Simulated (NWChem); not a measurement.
C$_{2}$H$_{3}$ClF$_{2}$Si; SMILES C(=C(\F)[SiH3])(/Cl)F

Results from NWChem. All runs use the structure optimised with PBE-D3(BJ)/def2-SVP. Level: PBE0/def2-SVP with SMD (1 M gas to 1 M solution), gas-phase geometry. Reactions with the solvent are ignored.

```tsv
solvent	dielectric constant	solvation free energy (kcal/mol)	cavity-dispersion-structure term (kcal/mol)	dipole in solution (D)
water	78.4	___	___	1.84
diethyl ether	4.24	-1.1	-0.1	1.75
benzene	2.27	-0.8	-0.2	1.68
dichloromethane	8.93	-1.0	0.1	1.80
1,4-dioxane	2.21	0.5	1.2	1.67
ethanol	24.9	-0.6	0.6	1.83
```

Question: Some entries are withheld; supply them.

Answer: 
- water, solvation free energy (kcal/mol): 3.6
- water, cavity-dispersion-structure term (kcal/mol): 4.9
